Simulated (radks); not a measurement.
Task: Tc, configuration [Kr] 4d5 5s2. Calculated with a radial shooting solver on a logarithmic mesh with Libxc functionals: Dirac Kohn-Sham, BLYP, spin-unpolarised, spherical densities, finite nucleus; open shells fill j = l - 1/2 first; Fermi nuclear charge, rms radius 4.4112 fm. Some entries of the table are withheld. Estimate them.

| orbital | occ. | eigenvalue (hartree) | r(max) (bohr) |
|---|---|---|---|
| 1s1/2 | 2 | -766.6310 | 0.02228 |
| 2s1/2 | 2 | -109.3447 | 0.1263 |
| 2p1/2 | 2 | -100.8423 | 0.09812 |
| 2p3/2 | 4 | -96.49401 | 0.1020 |
| 3s1/2 | 2 | -19.02770 | 0.3725 |
| 3p1/2 | 2 | -15.76047 | (1) |
| 3p3/2 | 4 | -15.03344 | (2) |
| 3d3/2 | 4 | -9.24951 | 0.3097 |
| 3d5/2 | 6 | -9.10974 | 0.3124 |
| 4s1/2 | 2 | -2.68442 | (3) |
| 4p1/2 | 2 | -1.72906 | 1.005 |
| 4p3/2 | 4 | -1.62003 | 1.030 |
| 4d3/2 | 4 | -0.24218 | 1.265 |
| 4d5/2 | 1 | -0.23171 | 1.277 |
| 5s1/2 | 2 | (4) | 2.730 |

Result: 
(1) 3p1/2 r(max) (bohr): 0.3594
(2) 3p3/2 r(max) (bohr): 0.3689
(3) 4s1/2 r(max) (bohr): 0.9485
(4) 5s1/2 eigenvalue (hartree): -0.18156
